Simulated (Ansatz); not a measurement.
Mulliken charges of C2H5GeNS (`[SH][GeH2][C]1=NC1`) from r2SCAN/def2-TZVPP in Ansatz (PBE0-D4/def2-TZVP geometry).

```json
{"atom": "S1", "x (Å)": "-2.572", "y (Å)": "-0.764", "z (Å)": "-0.872", "charge (e)": "-0.330"}
{"atom": "Ge2", "x (Å)": "-0.746", "y (Å)": "-1.242", "z (Å)": "0.287", "charge (e)": "0.336"}
{"atom": "C3", "x (Å)": "0.400", "y (Å)": "0.300", "z (Å)": "0.031", "charge (e)": "0.027"}
{"atom": "N4", "x (Å)": "0.323", "y (Å)": "1.388", "z (Å)": "-0.587", "charge (e)": "-0.231"}
{"atom": "C5", "x (Å)": "1.594", "y (Å)": "1.123", "z (Å)": "0.183", "charge (e)": "-0.079"}
{"atom": "H6", "x (Å)": "-2.064", "y (Å)": "0.424", "z (Å)": "-1.253", "charge (e)": "0.138"}
{"atom": "H7", "x (Å)": "-0.037", "y (Å)": "-2.491", "z (Å)": "-0.253", "charge (e)": "0.010"}
{"atom": "H8", "x (Å)": "-1.046", "y (Å)": "-1.404", "z (Å)": "1.783", "charge (e)": "0.010"}
{"atom": "H9", "x (Å)": "2.483", "y (Å)": "0.910", "z (Å)": "-0.404", "charge (e)": "0.060"}
{"atom": "H10", "x (Å)": "1.746", "y (Å)": "1.705", "z (Å)": "1.087", "charge (e)": "0.060"}
```

Question: By hand: the dipole of these point charges (1 e Å = 4.8032 D).

Answer: Σ q r = (0.366, -0.390, 0.390) e Å, of length 0.662 e Å = 3.18 D.

Question: How does the dipole of the full density compare? (Best estimate.)

Answer: Computed: (0.307, -0.240, 0.280) e Å, 2.30 D; the point charges give 1.38 times that, at 7° from its direction.

Point charges leave out the atoms' own dipoles, such as those of lone pairs, and Mulliken's split depends on the basis, so the two needn't agree.
